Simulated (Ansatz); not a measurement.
Ansatz (a program for electronic structure) input (RPA@PBE/def2-QZVPP):
A basis named .json is the Basis Set Exchange file of that set.

Ansatz 0.2 input:
```yaml
crystal:
  periodic: [false, false, false]
  atoms:
    - {symbol: Rb, position_ang: [-0.00000000, -0.00000000, -1.22824055]}
    - {symbol: Cl, position_ang: [0.00000000, 0.00000000, 2.67322944]}
basis:
  gaussian:
    orbitals: def2-QZVPP.json
hamiltonian:
  xc: pbe
total_charge: 1
magnetization: {spin_polarized: true, initial_magnetization: 1}
correlation: {method: rpa, electrons: outside_noble_gas}
```

End of the output:

```
integrals: 0.12 GiB planned
797 factors; integrals over basis functions are off by at most 1.3e-3 eV
mean field: 0.40 GiB planned
mean field evaluation 1: about -13140.0590 eV, gradient 4.7e1 eV
mean field evaluation 2: about -13140.0583 eV, gradient 4.7e1 eV
mean field evaluation 4: about -13167.2348 eV, gradient 1.0e1 eV
mean field evaluation 8: about -13167.6865 eV, gradient 2.5e-1 eV
mean field evaluation 16: about -13167.6864 eV, gradient 2.4e-5 eV
mean field evaluation 32: about -13167.2106 eV, gradient 7.8e0 eV
mean field evaluation 64: about -13167.6711 eV, gradient 1.7e0 eV
mean field evaluation 96: about -13122.1588 eV, gradient 1.9e1 eV
mean field -13167.68641493 eV, -483.9035503704 hartree, gradient 1.9e-6 eV, S^2 0.753302; 9 other end points of the search recorded, 0 dependent functions left out
9 core orbitals not correlated, not the lowest: weight in the atoms' cores, before any rotation towards them, 0.999 or more for the frozen orbitals, at most 0.001 for the correlated occupied ones
reference -13146.98781911 eV, -483.1428910039 hartree; 4, 3 occupied and 120, 121 virtual orbitals, 797 factors
Total energy: -13155.89456213 eV, -483.4702077725 hartree
```
